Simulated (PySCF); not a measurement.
Ge(H)(Cl)(Br)2, SMILES [Br][GeH]([Br])[Cl] (HBr2ClGe), singlet at its CAM-B3LYP/def2-SVP optimised geometry (Å):

```
5

Ge    -0.3685    -1.0742     0.0000
Cl    -1.0876    -2.0698     1.7541
Br    -1.1561    -2.1741    -1.8455
Br    -1.1561     1.0742     0.0000
H      1.1561    -1.0742     0.0000
```

Level of theory: CAM-B3LYP/def2-TZVP run with PySCF.

Map of the HOMO amplitude (bohr^(-3/2)) on the plane z = 0.6 Å; orbital energy -10.05 eV, overall sign arbitrary:

```
|000000000000000000000000000|
|000000000000000000000000000|
|000000001111000000000000000|
|000000111111110000000000000|
|000001112222111000000000000|
|000001223333211100000000000|
|000011245654321100000000000|
|000012357886432100000000000|
|000012468997532110000000000|
|000012368997532110000000000|
|000001256886431100000000000|
|000001134554321100000000000|
|000000112332211100000000000|
|000000001111111000000000000|
|000000000011110000000000000|
|000000000000000000000000000|
|000000000000000000000000000|
|000000000000000000000000000|
|000000000000000000000000000|
|000000000000000000000000000|
|000000000000000000000000000|
|000000001110000000000000000|
|000000011111000000000000000|
|000000001110000000000000000|
|000000000000000000000000000|
|000000000000000000000000000|
|000000000000000000000000000|
```
Scale: ten equal steps from -0.006 (start of '0') to 0.169 (end of '9'), in the order '0123456789'; x runs from -3.50 to 3.50, y from -3.50 (bottom) to 3.50 (top).
